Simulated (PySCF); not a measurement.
PySCF input file for C2H6BClO, SMILES C(C)B(Cl)O, PBE0-D3(BJ)/def2-SVP. The structure is a stationary point at PBE0-D3(BJ)/def2-SVP. The structure was generated by enumeration, and PubChem lists no compound with its InChIKey, so it may never have been made. Other conformers were not sampled.

```python
import numpy as np
from pyscf import gto, scf, dft, df
from pyscf.hessian import thermo

mol = gto.M(
    atom='''
    B     0.25862134    0.51670600    0.18208476
    Cl   -1.06064250   -0.33041995    1.04361071
    C     0.63275033    0.14229726   -1.29169659
    C     0.40704319   -1.30294244   -1.71881187
    H     1.67521071    0.45759846   -1.46690772
    H     0.02402347    0.81933132   -1.92353239
    H    -0.63894795   -1.60660203   -1.56242891
    H     1.03429709   -1.99728273   -1.13816558
    H     0.64603480   -1.45439848   -2.78231631
    O     0.90032987    1.51252678    0.82217772
    H     0.55579741    1.67861935    1.70717390
    ''',
    basis='def2-SVP',
    charge=0,
    spin=0,
    max_memory=1600,
    verbose=3,
)
mf = dft.RKS(mol, xc='pbe0').density_fit(auxbasis='def2-universal-jkfit')
mf.disp = 'd3bj'
mf.grids.level = 3
mf.conv_tol = 1e-11
mf.max_cycle = 100
mf.kernel()

# [left out here: the lines that compute and print the analytic Hessian (its translational invariance restored by hand, since the grid's response is missing), thermochemistry and intensities]
```

It prints:

```
converged SCF energy = -639.578613562743

WARN: DFTD3 does not support analytical Hessian, using finite difference


WARN: Mole.unit (angstrom) is changed to Bohr

Mode                                 0                   1                   2
Irrep
Freq [cm^-1]                       32.9889            178.5462            209.1733
Reduced mass [au]                   2.0004              3.7408              1.1970
Force const [Dyne/A]                0.0013              0.0703              0.0309
Char temp [K]                      47.4636            256.8883            300.9537
Normal mode                   x     y     z       x     y     z       x     y     z
       0   B                 0.02  0.00  0.01    0.01  0.06 -0.01    0.04 -0.01  0.03
       1  Cl                 0.03 -0.03 -0.00    0.03 -0.03 -0.08    0.00 -0.00 -0.03
       2   C                 0.11 -0.04  0.04   -0.04  0.05 -0.02    0.04 -0.03  0.03
       3   C                -0.11  0.02 -0.03   -0.08 -0.00  0.15   -0.04 -0.01  0.01
       4   H                 0.18 -0.22  0.17   -0.04  0.02 -0.08    0.03 -0.04 -0.03
       5   H                 0.31  0.10 -0.01   -0.07 -0.01 -0.05    0.01 -0.00  0.09
       6   H                -0.18  0.20 -0.17   -0.10  0.07  0.15    0.06 -0.11  0.49
       7   H                -0.31 -0.12  0.03   -0.14  0.05  0.28    0.31 -0.00 -0.36
       8   H                 0.00  0.00 -0.00   -0.03 -0.16  0.19   -0.54  0.11 -0.12
       9   O                -0.06  0.07 -0.02    0.02  0.01  0.05   -0.02  0.04  0.02
      10   H                -0.11  0.10 -0.04    0.04 -0.05  0.06   -0.07  0.06 -0.00
Mode                                 3                   4                   5
Irrep
Freq [cm^-1]                      364.6781            367.8768            505.7968
Reduced mass [au]                   3.9708              2.4627              2.6681
Force const [Dyne/A]                0.3111              0.1964              0.4022
[...]
       3   C                -0.02  0.06  0.05   -0.04 -0.02 -0.07   -0.05  0.04  0.05
       4   H                -0.01 -0.16 -0.05    0.02  0.04 -0.10    0.06 -0.29 -0.48
       5   H                -0.01  0.00  0.10   -0.09  0.33  0.52   -0.03 -0.07 -0.01
       6   H                 0.02 -0.14 -0.11    0.04 -0.22  0.10    0.02 -0.27 -0.16
       7   H                 0.09  0.07 -0.06    0.08  0.32  0.21    0.15  0.13 -0.06
       8   H                 0.13  0.34  0.05    0.08 -0.38  0.01    0.18  0.29  0.06
       9   O                 0.03  0.01 -0.02    0.01 -0.01 -0.00   -0.04 -0.04  0.01
      10   H                -0.36 -0.42 -0.08    0.00 -0.07  0.01    0.31  0.33  0.06
Mode                                12                  13                  14
Irrep
Freq [cm^-1]                     1083.1179           1171.9454           1249.6627
Reduced mass [au]                   2.5347              1.8540              1.2442
Force const [Dyne/A]                1.7520              1.5003              1.1448
Char temp [K]                    1558.3655           1686.1685           1797.9864
Normal mode                   x     y     z       x     y     z       x     y     z
       0   B                -0.02 -0.00 -0.00    0.11  0.04 -0.14    0.03 -0.02 -0.03
       1  Cl                 0.00  0.00 -0.00   -0.01 -0.00  0.01   -0.00 -0.00  0.00
       2   C                -0.04 -0.17 -0.02   -0.05 -0.03  0.00    0.06 -0.02  0.02
       3   C                 0.05  0.14 -0.03    0.02 -0.02  0.02   -0.10  0.02 -0.03
       4   H                -0.04 -0.17 -0.02   -0.04  0.10  0.29   -0.02  0.45  0.36
       5   H                -0.02 -0.17 -0.04   -0.00  0.21  0.21   -0.08 -0.42 -0.26
       6   H                 0.04  0.30  0.21   -0.01  0.10  0.00   -0.00 -0.27  0.03
       7   H                -0.03  0.26  0.20   -0.03 -0.09 -0.01    0.13  0.27  0.03
       8   H                -0.04 -0.15 -0.01   -0.03  0.09 -0.01    0.19 -0.03  0.05
       9   O                 0.01  0.02  0.02   -0.05 -0.04  0.03   -0.00  0.01  0.01
      10   H                 0.06  0.05  0.03    0.36  0.39  0.08    0.05  0.07  0.02
Mode                                15                  16                  17
Irrep
Freq [cm^-1]                     1287.1475           1395.7558           1419.1528
Reduced mass [au]                   2.5011              1.2146              1.1176
Force const [Dyne/A]                2.4414              1.3942              1.3261
Char temp [K]                    1851.9187           2008.1819           2041.8449
Normal mode                   x     y     z       x     y     z       x     y     z
       0   B                -0.10 -0.09 -0.01   -0.00  0.01  0.03   -0.00 -0.00  0.00
       1  Cl                 0.01  0.00 -0.00    0.00  0.00 -0.00   -0.00  0.00 -0.00
       2   C                 0.03 -0.07 -0.13   -0.00 -0.01  0.01   -0.02 -0.07  0.02
       3   C                -0.01  0.00  0.07   -0.02 -0.11 -0.03    0.00  0.05  0.03
       4   H                 0.02  0.17  0.26   -0.08  0.17 -0.15   -0.24  0.51 -0.33
       5   H                -0.10  0.23  0.30    0.20  0.11 -0.07    0.52  0.28 -0.14
       6   H                -0.05  0.02 -0.15   -0.14  0.44  0.19    0.05 -0.18 -0.06
       7   H                 0.10 -0.02 -0.10    0.21  0.33  0.23   -0.08 -0.13 -0.09
       8   H                 0.03  0.23  0.05    0.16  0.45 -0.06   -0.03 -0.12  0.04
       9   O                 0.05  0.06  0.04   -0.00 -0.01 -0.01    0.00  0.00  0.00
      10   H                -0.04 -0.03  0.03   -0.02 -0.03 -0.01    0.01 -0.00  0.00
Mode                                18                  19                  20
Irrep
Freq [cm^-1]                     1451.2549           1474.5675           1480.1465
Reduced mass [au]                   3.2829              1.0550              1.1851
Force const [Dyne/A]                4.0737              1.3515              1.5297
Char temp [K]                    2088.0327           2121.5743           2129.6012
Normal mode                   x     y     z       x     y     z       x     y     z
       0   B                -0.06 -0.15 -0.14    0.00  0.02  0.02   -0.02 -0.05 -0.06
       1  Cl                 0.00  0.00  0.00    0.00  0.00 -0.00   -0.00  0.00  0.00
       2   C                -0.01  0.05  0.08   -0.01 -0.00 -0.03   -0.02  0.02  0.06
       3   C                 0.01 -0.01 -0.04   -0.03  0.02 -0.02   -0.03 -0.01  0.02
       4   H                -0.01 -0.10 -0.17    0.01 -0.03  0.02   -0.02 -0.09 -0.11
       5   H                 0.05 -0.04 -0.08   -0.02  0.07  0.05    0.04 -0.02 -0.05
       6   H                 0.08 -0.11  0.22    0.07  0.02  0.58   -0.16  0.39 -0.19
       7   H                -0.22 -0.05  0.18   -0.12 -0.31 -0.28    0.45  0.05 -0.41
       8   H                 0.00  0.14 -0.05    0.62  0.01  0.13    0.18 -0.41  0.11
       9   O                 0.04  0.07  0.05   -0.00 -0.01 -0.01    0.01  0.02  0.02
      10   H                 0.05  0.09  0.05   -0.01 -0.02 -0.01    0.03  0.04  0.02
Mode                                21                  22                  23
Irrep
Freq [cm^-1]                     3034.5072           3057.8264           3103.3655
Reduced mass [au]                   1.0676              1.0377              1.0943
Force const [Dyne/A]                5.7919              5.7167              6.2093
Char temp [K]                    4365.9802           4399.5313           4465.0520
Normal mode                   x     y     z       x     y     z       x     y     z
       0   B                 0.00 -0.00 -0.00    0.00  0.00 -0.00    0.00  0.00  0.00
       1  Cl                 0.00  0.00  0.00   -0.00 -0.00  0.00   -0.00 -0.00  0.00
       2   C                 0.01 -0.05  0.05    0.00 -0.00  0.00    0.08  0.00  0.00
       3   C                -0.00  0.00 -0.00    0.00  0.05  0.01   -0.01  0.00 -0.00
       4   H                 0.34  0.09 -0.05   -0.01 -0.00  0.00   -0.83 -0.24  0.15
       5   H                -0.50  0.53 -0.52   -0.01  0.02 -0.02   -0.17  0.20 -0.20
       6   H                 0.02  0.00 -0.01   -0.50 -0.13  0.08    0.13  0.04 -0.02
       7   H                 0.01 -0.02  0.01    0.34 -0.37  0.32    0.05 -0.05  0.05
       8   H                -0.01  0.01  0.05    0.13 -0.07 -0.56   -0.00  0.00 -0.01
       9   O                -0.00  0.00  0.00   -0.00  0.00  0.00   -0.00 -0.00 -0.00
      10   H                 0.00 -0.00 -0.00    0.00  0.00  0.00   -0.00 -0.00 -0.00
Mode                                24                  25                  26
Irrep
Freq [cm^-1]                     3146.6614           3156.2612           3889.1855
Reduced mass [au]                   1.1041              1.1035              1.0656
Force const [Dyne/A]                6.4410              6.4772              9.4963
Char temp [K]                    4527.3451           4541.1571           5595.6720
Normal mode                   x     y     z       x     y     z       x     y     z
       0   B                 0.00 -0.00 -0.00   -0.00 -0.00 -0.00   -0.00 -0.00  0.00
       1  Cl                 0.00  0.00 -0.00    0.00  0.00  0.00   -0.00 -0.00  0.00
       2   C                 0.01 -0.00  0.00   -0.01 -0.00 -0.00    0.00  0.00 -0.00
       3   C                 0.03 -0.03  0.08   -0.08  0.00  0.03    0.00 -0.00  0.00
       4   H                -0.04 -0.01  0.01    0.13  0.04 -0.02   -0.00 -0.00 -0.00
       5   H                -0.04  0.05 -0.05    0.03 -0.03  0.03    0.00 -0.00  0.00
       6   H                -0.09 -0.03  0.03    0.75  0.21 -0.11   -0.00  0.00  0.00
       7   H                -0.40  0.43 -0.36    0.14 -0.17  0.15   -0.00 -0.00 -0.00
       8   H                 0.15 -0.08 -0.61    0.09 -0.05 -0.43    0.00  0.00 -0.00
       9   O                 0.00  0.00 -0.00    0.00  0.00 -0.00   -0.02  0.01  0.06
      10   H                -0.00 -0.00  0.00   -0.00 -0.00  0.00    0.33 -0.18 -0.89
temperature 298.1500 [K]
pressure 101325.00 [Pa]
Rotational constants [GHz] 4.72895 3.06251 1.93533
Symmetry number 1
Zero-point energy (ZPE) 0.08634 [Eh]   226696.486 [J/mol]
                           tot       elec      trans        rot        vib
Entropy [J/mol/K]       338.512      0.000    165.185    112.305     61.022
Cv [J/mol/K]             89.194      0.000     12.472     12.472     64.251
Cp [J/mol/K]             97.509      0.000     20.786     12.472     64.251
Internal energy [J/mol]                      3718.434   3718.434 236042.175
Internal energy [Eh]   -639.48588  -639.57861
Enthalpy [J/mol]                             6197.391   3718.434 236042.175
Enthalpy [Eh]          -639.48493
Gibbs free energy [J/mol]                  -43052.424 -29765.369 217848.336
Gibbs free energy [Eh] -639.52337
static polarisability / bohr^3: [[42.533  4.937 -4.594]
 [ 4.935 43.954  3.337]
 [-4.594  3.341 47.378]]
largest difference of analytic and finite-field dipole derivatives / e: 0.0004556233245246455
mode   freq/cm-1   IR/(km/mol)   Raman/(A^4/amu)   depolarisation
   1       32.99         0.163             0.151            0.702
   2      178.55         0.600             0.455            0.714
   3      209.17         0.234             0.291            0.745
   4      364.68        15.937             1.179            0.691
   5      367.88         3.480             1.147            0.735
   6      505.80         1.724             1.232            0.551
   7      590.11        19.265             6.641            0.104
   8      629.35       125.115             1.576            0.628
   9      741.88        15.682             0.538            0.674
  10      899.02        95.009             6.265            0.471
  11      982.99         0.704             0.792            0.613
  12      997.72        39.316             0.609            0.517
  13     1083.12         3.167             3.738            0.384
  14     1171.95       240.594             0.390            0.349
  15     1249.66         7.899             4.619            0.749
  16     1287.15       110.976             0.591            0.414
  17     1395.76         3.472             3.602            0.718
  18     1419.15         7.817            13.070            0.738
  19     1451.25       181.319             2.633            0.674
  20     1474.57        18.757            15.248            0.747
  21     1480.15        42.351            12.219            0.733
  22     3034.51        12.966           108.798            0.134
  23     3057.83        25.553           127.052            0.012
  24     3103.37         6.365           111.467            0.559
  25     3146.66        20.297            73.345            0.727
  26     3156.26        17.518            45.144            0.713
  27     3889.19        93.739           105.191            0.290
max |gradient| / (hartree/bohr): 8.462863822679788e-05
APT charges: [ 1.1621 -0.4854 -0.2516  0.0753 -0.0046  0.0043  0.0054 -0.0128 -0.0224
 -0.7959  0.3257]
```

Self-consistency was reached.
